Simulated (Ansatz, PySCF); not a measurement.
Species: PH₄, charge 0, multiplicity 2. 
Structure (B3LYP-D3(BJ)/def2-TZVP (Ansatz, a program for electronic structure) minimum search):
```xyz
5

P      0.0325    -0.0567     0.0507
H      0.0039    -0.0096    -1.3558
H      1.3973     0.6153     0.1230
H     -0.6512     1.1379     0.3459
H     -1.2377    -0.8936     0.1261
```
Charge 0, spin multiplicity 2.

Total electronic energies in hartree. Valence correlation only, unless marked. Open shells are spin-unrestricted. Spin-orbit coupling is left out. No relativistic terms. CBS(X,Y): correlation extrapolated as X^-3; Hartree-Fock from the larger set. The bracket is a focal-point correction in the basis named.

```tsv
level	program	energy (Eh)
revPBE/def2-TZVPD	Ansatz	…
BP86-D3(BJ)/def2-TZVPD	PySCF + dftd3	-343.71706
TPSS-D3(BJ)/def2-TZVPD	PySCF + dftd3	-343.70898
M06-L-D4/def2-TZVPD	PySCF + dftd4	…
r2SCAN-D4/def2-TZVPD	Ansatz + dftd4	-343.64253
B3LYP/def2-TZVPD	Ansatz	-343.69786
PBE0/def2-QZVPP	Ansatz	-343.54789
BHLYP/def2-TZVPD	Ansatz	-343.66249
TPSSh/def2-TZVPD	PySCF	-343.70004
MN15-D3(BJ)/def2-TZVPD	PySCF + dftd3	-343.53805
MN15/def2-TZVPD	PySCF	-343.53805
HSE06-D3(BJ)/def2-TZVPD	Ansatz + dftd3	-343.52933
B2PLYP-D4/def2-TZVPD	Ansatz + dftd4	-343.53345
B2PLYP/def2-TZVPD	Ansatz	-343.53231
MP2/CBS(def2-TZVPPD,def2-QZVPPD)	Ansatz	-343.1948
SCS-MP2/6-31G*	Ansatz	-343.04912
SCS-MP2/aug-cc-pV(D+d)Z	Ansatz	-343.13175
SCS-MP2/aug-cc-pV(T+d)Z	Ansatz	-343.18305
SCS-MP2/def2-QZVPPD	Ansatz	-343.19832
CCSD/CBS(def2-TZVPP,def2-QZVPP)	Ansatz	-343.2234
CCSD(T)/STO-3G	Ansatz	-339.14105
RI-MP2/CBS(def2-TZVPP,def2-QZVPP)+[CCSD(T)-MP2]/def2-QZVPP	Ansatz	-343.2331
CCSD(T)/CBS(def2-TZVPPD,def2-QZVPPD)	Ansatz	-343.2318
```

What belongs in the gaps?


- revPBE/def2-TZVPD, energy (Eh): -343.60984
- M06-L-D4/def2-TZVPD, energy (Eh): -343.66774
